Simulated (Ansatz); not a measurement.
Energy difference R1 + R2 → P1, each structure at its B3LYP-D3(BJ)/def2-TZVP stationary point, reached from a drawn start (curvature not checked).
R1, H2O2Si (SMILES O[Si]O) (charge 0, multiplicity 1):
```xyz
5

O      1.12644    -0.08197    -0.71668
Si     0.09536    -1.17887    -0.02203
O     -1.09647    -0.28847     0.70979
H      1.01405     0.87463    -0.67643
H     -1.13939     0.67458     0.70545
```
P1, H2O3Si (SMILES O=[Si](O)O) (charge 0, multiplicity 1):
```xyz
6

O     -1.310    -0.367    -0.103
Si    -0.074     0.655     0.137
O      1.362    -0.088     0.008
O     -0.240     2.124     0.445
H     -1.169    -1.298    -0.297
H      1.432    -1.026    -0.189
```
R2: O atom, charge 0, multiplicity 3.

P less R. No zero-point or thermal terms; singlets are restricted closed shells; open shells are unrestricted; no spin–orbit coupling. One arrangement of each flexible species, with no search for the lowest.

Correlated levels freeze the cores.

Codes used: Ansatz (Gaussian basis) for Hartree–Fock, density functionals and correlated methods. No computed number here is a measurement.

Q: One of these levels gives -453.2 kJ/mol for the reaction energy. Name it.
A. B97M-V/def2-TZVPP
B. CCSD/cc-pV(D+d)Z
C. SVWN5/def2-TZVPP

A: B, CCSD/cc-pV(D+d)Z. The others give -669.2 (SVWN5/def2-TZVPP), -552.7 (B97M-V/def2-TZVPP)

Ansatz is an electronic-structure program.
